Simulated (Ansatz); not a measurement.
```yaml
crystal:
  periodic: [false, false, false]
  atoms:
    - {symbol: N, position_ang: [-1.013648, 0.100460, -0.532571]}
    - {symbol: Ge, position_ang: [0.553295, -0.089484, 0.368294]}
    - {symbol: O, position_ang: [0.814994, -1.813202, 0.787913]}
    - {symbol: H, position_ang: [-1.028202, -0.118748, -1.516112]}
    - {symbol: H, position_ang: [-1.548727, 0.933066, -0.342326]}
    - {symbol: H, position_ang: [0.450672, 0.755316, 1.645402]}
    - {symbol: H, position_ang: [1.832816, 0.164590, -0.456302]}
basis:
  gaussian: {orbitals: aug-cc-pVTZ, final_grid: {core_spheres: 20, valence_spheres: 16, degree: 47}}
magnetization: {spin_polarized: true, initial_magnetization: 1}
hamiltonian: {xc: {name: TPSS}, dispersion: d3bjatm}
```

```sh
$ ansatz run in.yaml --threads 4 --pin off --events-out ev --progress --plain --max-ram 10444MiB
```

Shortened log:

```
Error: YAML parse error: error: line 14 column 19: hamiltonian.xc: no functional is named "TPSS"; the names, which are not case-sensitive, are SVWN5, SPW92, PBE, PBE0, PBEsol, revPBE, revPBE0, RPBE, rPW86-PBE, HSE06, wPBEh, LC-wPBE, HISS, HF, BLYP, B3LYP, B3LYP5, BHLYP, CAM-B3LYP, r2SCAN, r2SCANh, r2SCAN0, r2SCAN50, m-r2SCAN, B97, wB97, wB97X, wB97X-V, B97M-V, wB97M-V, B2PLYP, B2GP-PLYP, PBE0-DH, PBE-QIDH
12 |   gaussian: {orbitals: aug-cc-pVTZ, final_grid: {core_spheres: 20, valence_spheres:…
13 | magnetization: {spin_polarized: true, initial_magnetization: 1}
14 | hamiltonian: {xc: {name: TPSS}, dispersion: d3bjatm}
```

(1) What is wrong with this run?

Answers

(1) The method's name isn't one that the program takes here. The input was rejected before any iteration.

HSE06 is defined as in plane-wave codes.
